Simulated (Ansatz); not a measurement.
Complex (SMILES): C#C (C2H2) with C[SiH3] (CH3-SiH3), atoms 1 to 4 the first; geometry from B3LYP-D3(BJ)/def2-TZVP, monomers rigid:
```xyz
12

C     -0.1165     0.4274    -0.3481
C     -0.5435    -0.4531     0.3410
H     -0.9236    -1.2325     0.9556
H      0.2711     1.2052    -0.9599
C      2.6297    -2.0608    -1.5202
Si     3.4368    -0.4101    -1.1513
H      2.6930    -2.2958    -2.5843
H      3.1200    -2.8641    -0.9671
H      1.5772    -2.0398    -1.2355
H      3.3716    -0.0937     0.2950
H      4.8630    -0.4218    -1.5626
H      2.7610     0.6825    -1.8956
```

Interaction energy at PBE with Ansatz (a program for electronic structure), kcal/mol, without and with the counterpoise correction (monomers among the partner's ghost functions). Cartesian d functions, on some or all atoms, in 6-31+G*; all else is spherical. The program fits the integrals of some runs and decomposes those of others, by size. No added dispersion term, no relativity. Reference, counterpoise-corrected: the value in aug-pcseg-3, -0.52.

```csv
basis,functions,uncorrected,counterpoise,counterpoise correction,mean of both
3-21G,56,-1.86,-0.31,1.55,-1.09
6-31+G*,96,-0.57,-0.39,0.18,-0.48
def2-SVP,100,-1.05,-0.46,0.59,-0.76
pcseg-1,100,-0.61,-0.41,0.20,-0.51
def2-TZVP,178,-0.56,-0.49,0.07,-0.53
"6-311++G(3df,3pd)",308,-0.59,-0.49,0.10,-0.54
aug-cc-pV(T+d)Z,377,-0.58,-0.51,0.06,-0.54
aug-cc-pV(Q+d)Z,697,-0.56,-0.52,0.04,-0.54
```

The corrected value lies nearer the reference in 6 of 8 rows.
